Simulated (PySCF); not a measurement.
C2H6O2Te. Atoms are numbered in the order given.

```xyz
11

Te     0.0000     0.0000     0.6788
O     -1.3389     0.6600    -0.6321
C     -2.0908    -0.3041    -1.3308
H     -2.6887    -0.9461    -0.6586
H     -2.7802     0.2436    -1.9934
H     -1.4537    -0.9551    -1.9546
O      1.3389    -0.6600    -0.6321
C      2.0908     0.3041    -1.3308
H      2.6887     0.9461    -0.6586
H      2.7802    -0.2436    -1.9934
H      1.4537     0.9551    -1.9546
```
Charge 0, spin multiplicity 1.

Coordinates come from a PBE0-D3(BJ)/def2-SVP optimisation. The def2 effective core potentials stand for the cores of Te; spin–orbit coupling is left out. The values are those of a single conformer.

These are PBE/def2-TZVP in PySCF values and carry that method's errors.

ESP charges are fitted to the potential on shells at 1.4 to 2.0 van der Waals radii. Atomic charges (e):

```json
[
 {"atom": "Te1", "Löwdin": "0.54", "Mulliken": "?", "ESP fit": "0.22"},
 {"atom": "O2", "Löwdin": "-0.14", "Mulliken": "?", "ESP fit": "-0.28"},
 {"atom": "C3", "Löwdin": "-0.44", "Mulliken": "?", "ESP fit": "0.00"},
 {"atom": "H4", "Löwdin": "0.10", "Mulliken": "?", "ESP fit": "0.03"},
 {"atom": "H5", "Löwdin": "0.11", "Mulliken": "?", "ESP fit": "0.08"},
 {"atom": "H6", "Löwdin": "0.10", "Mulliken": "?", "ESP fit": "0.05"},
 {"atom": "O7", "Löwdin": "-0.14", "Mulliken": "?", "ESP fit": "-0.28"},
 {"atom": "C8", "Löwdin": "-0.44", "Mulliken": "?", "ESP fit": "0.00"},
 {"atom": "H9", "Löwdin": "0.10", "Mulliken": "?", "ESP fit": "0.03"},
 {"atom": "H10", "Löwdin": "0.11", "Mulliken": "?", "ESP fit": "0.08"},
 {"atom": "H11", "Löwdin": "0.10", "Mulliken": "?", "ESP fit": "0.05"}
]
```

Complete the blanks. (An estimate is asked for; the answer gives what the named calculation found.)


- Te1, Mulliken: 0.42
- O2, Mulliken: -0.38
- C3, Mulliken: -0.20
- H4, Mulliken: 0.11
- H5, Mulliken: 0.13
- H6, Mulliken: 0.13
- O7, Mulliken: -0.38
- C8, Mulliken: -0.20
- H9, Mulliken: 0.11
- H10, Mulliken: 0.13
- H11, Mulliken: 0.13

Computed Mayer and Wiberg (Löwdin basis) orders of the bonds:
```json
[
 {"bond": "Te1–O2", "Mayer": "1.00", "Wiberg": "1.35"},
 {"bond": "O2–C3", "Mayer": "0.98", "Wiberg": "1.63"},
 {"bond": "C3–H4", "Mayer": "0.96", "Wiberg": "0.94"},
 {"bond": "C3–H5", "Mayer": "0.95", "Wiberg": "0.93"},
 {"bond": "C3–H6", "Mayer": "0.96", "Wiberg": "0.94"},
 {"bond": "Te1–O7", "Mayer": "1.00", "Wiberg": "1.35"},
 {"bond": "O7–C8", "Mayer": "0.98", "Wiberg": "1.63"},
 {"bond": "C8–H9", "Mayer": "0.96", "Wiberg": "0.94"},
 {"bond": "C8–H10", "Mayer": "0.95", "Wiberg": "0.93"},
 {"bond": "C8–H11", "Mayer": "0.96", "Wiberg": "0.94"}
]
```
